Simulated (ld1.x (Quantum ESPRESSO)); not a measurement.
O TM semilocal: all-electron and pseudo phase curves

```json
{
  "Element": "oxygen",
  "Generator": "ld1.x (Quantum ESPRESSO) 7.5",
  "Type": "norm-conserving Troullier–Martins (semilocal form)",
  "Functional": "PBE",
  "Relativity": "scalar-relativistic",
  "Frozen core": "[He]",
  "Valence charge": "6",
  "Reference configuration": "2s2 2p4",
  "Partial waves": "2s (bound): rc 0.80 bohr; 2p (bound): rc 2.15 bohr",
  "Local potential": "the p channel",
  "Core correction": "a·sin(br)/r model core, default radius (core density twice the valence density)"
}
```

The phase is arctan(r·u′/u) with u = r·R(r), unwrapped; energies in Ry, scanned from -4 to 5 Ry. A pole is an energy at which the radial function vanishes at the test radius. The pseudo phase is shifted by a multiple of π to meet the all-electron one at the reference energy, and phase errors are pseudo minus all-electron; the curves can meet again beyond the range given. Levels narrower than the energy grid can be missing from the lists of poles.

```csv
channel,radius (bohr),reference energy (Ry),"poles, all-electron","poles, pseudo",unbroken range about the reference energy with phases within 0.05 rad,phase error 1 Ry above the reference energy (rad)
s,2.34,-1.76,-1.56,-1.56,the whole range,-0.000
p,2.34,-0.66,-0.38,-0.37,below 0.5,+0.037
```

Phases in the s channel:

```json
{"E (Ry)": "-4.00", "all-electron": "1.333", "pseudo": "1.333"}
{"E (Ry)": "-3.76", "all-electron": "1.323", "pseudo": "1.323"}
{"E (Ry)": "-3.52", "all-electron": "1.309", "pseudo": "1.309"}
{"E (Ry)": "-3.28", "all-electron": "1.293", "pseudo": "1.293"}
{"E (Ry)": "-3.04", "all-electron": "1.272", "pseudo": "1.272"}
{"E (Ry)": "-2.80", "all-electron": "1.244", "pseudo": "1.243"}
{"E (Ry)": "-2.56", "all-electron": "1.198", "pseudo": "1.198"}
{"E (Ry)": "-2.32", "all-electron": "1.112", "pseudo": "1.112"}
{"E (Ry)": "-2.08", "all-electron": "0.848", "pseudo": "0.848"}
{"E (Ry)": "-1.84", "all-electron": "-0.786", "pseudo": "-0.787"}
{"E (Ry)": "-1.60", "all-electron": "-1.534", "pseudo": "-1.534"}
{"E (Ry)": "-1.36", "all-electron": "-1.684", "pseudo": "-1.684"}
{"E (Ry)": "-1.12", "all-electron": "-1.755", "pseudo": "-1.755"}
{"E (Ry)": "-0.88", "all-electron": "-1.803", "pseudo": "-1.803"}
{"E (Ry)": "-0.64", "all-electron": "-1.845", "pseudo": "-1.845"}
{"E (Ry)": "-0.40", "all-electron": "-1.885", "pseudo": "-1.886"}
{"E (Ry)": "-0.16", "all-electron": "-1.930", "pseudo": "-1.930"}
{"E (Ry)": "0.08", "all-electron": "-1.982", "pseudo": "-1.983"}
{"E (Ry)": "0.32", "all-electron": "-2.047", "pseudo": "-2.048"}
{"E (Ry)": "0.56", "all-electron": "-2.134", "pseudo": "-2.135"}
{"E (Ry)": "0.80", "all-electron": "-2.254", "pseudo": "-2.257"}
{"E (Ry)": "1.04", "all-electron": "-2.433", "pseudo": "-2.437"}
{"E (Ry)": "1.28", "all-electron": "-2.706", "pseudo": "-2.713"}
{"E (Ry)": "1.52", "all-electron": "-3.094", "pseudo": "-3.104"}
{"E (Ry)": "1.76", "all-electron": "-3.527", "pseudo": "-3.538"}
{"E (Ry)": "2.00", "all-electron": "-3.877", "pseudo": "-3.886"}
{"E (Ry)": "2.24", "all-electron": "-4.112", "pseudo": "-4.119"}
{"E (Ry)": "2.48", "all-electron": "-4.266", "pseudo": "-4.272"}
{"E (Ry)": "2.72", "all-electron": "-4.372", "pseudo": "-4.376"}
{"E (Ry)": "2.96", "all-electron": "-4.447", "pseudo": "-4.451"}
{"E (Ry)": "3.20", "all-electron": "-4.504", "pseudo": "-4.507"}
{"E (Ry)": "3.44", "all-electron": "-4.548", "pseudo": "-4.551"}
{"E (Ry)": "3.68", "all-electron": "-4.583", "pseudo": "-4.586"}
{"E (Ry)": "3.92", "all-electron": "-4.613", "pseudo": "-4.616"}
{"E (Ry)": "4.16", "all-electron": "-4.638", "pseudo": "-4.641"}
{"E (Ry)": "4.40", "all-electron": "-4.660", "pseudo": "-4.663"}
{"E (Ry)": "4.64", "all-electron": "-4.680", "pseudo": "-4.683"}
{"E (Ry)": "4.88", "all-electron": "-4.698", "pseudo": "-4.700"}
```
